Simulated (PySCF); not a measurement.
PySCF 2.14 output of a UHF calculation on a single atom or ion in x2c-TZVPPall with one added diffuse shell each of s, p, d, f type (7s6p5d3f1g, 80 functions), with scalar relativity by spin-free X2C-1e:

```
SCF conv_tol = 1e-09
number electrons alpha = 15  beta = 9
cycle= 1 E= -1049.5741982577  delta_E= -0.00659  |g|= 0.0285  |ddm|= 0.0685
cycle= 2 E= -1049.57496727336  delta_E= -0.000769  |g|= 0.0105  |ddm|= 0.0318
cycle= 3 E= -1049.57534374196  delta_E= -0.000376  |g|= 0.0063  |ddm|= 0.0271
cycle= 4 E= -1049.57563375244  delta_E= -0.00029  |g|= 0.0036  |ddm|= 0.0347
cycle= 5 E= -1049.5757187908  delta_E= -8.5e-05  |g|= 0.00143  |ddm|= 0.022
cycle= 6 E= -1049.57573354493  delta_E= -1.48e-05  |g|= 0.000212  |ddm|= 0.0128
cycle= 7 E= -1049.57573364378  delta_E= -9.89e-08  |g|= 4.94e-05  |ddm|= 0.000949
cycle= 8 E= -1049.57573365162  delta_E= -7.84e-09  |g|= 1.16e-05  |ddm|= 0.000356
cycle= 9 E= -1049.57573365205  delta_E= -4.39e-10  |g|= 2.27e-06  |ddm|= 8.72e-05
converged SCF energy = -1049.57573365205  <S^2> = 12.001403  2S+1 = 7.000401
```

The run itself started from symmetry-adapted Hartree-Fock orbitals and held the occupation by maximum overlap, so the iterations belong to that start.

Task: Which element, charge and spin multiplicity is this?

Result: Cr (chromium, neutral), multiplicity 7; the state was [Ar] 3d4 4s1 4p1, one real determinant (an excited configuration).

⟨L²⟩ = 7.97 against 12 for a pure F term, so this real determinant mixes terms.
